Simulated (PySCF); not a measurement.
# How methods differ on the excitation energy of O

O [He] 2s2 2p4 (3P) → O [He] 2s1 2p5 (3P), as a difference of total energies. Calculation: PySCF 2.14, in aug-cc-pCVTZ-DK with one added diffuse shell each of s, p, d, f type (8s7p5d3f, 75 functions); scalar relativity by spin-free X2C-1e. Correlated levels: valence: 1s2 frozen. The calculations carry no spin-orbit coupling.

```
           method  excitation energy (eV)
              UHF                  16.921
    MP2 (valence)                  16.073
SCS-MP2 (valence)                  16.009
   CCSD (valence)                  15.626
CCSD(T) (valence)                  15.159
```

Q: How much does correlation contribute at CCSD(T) (valence)?

A: 15.159 − (16.921) = -1.762 eV, measured against UHF.

The upper state lies above the first ionisation limit, where it may autoionise and the basis confines it.

The coupled-cluster amplitudes are large for the upper state (T1 above 0.03 or a double amplitude above 0.15), so a single reference is strained.
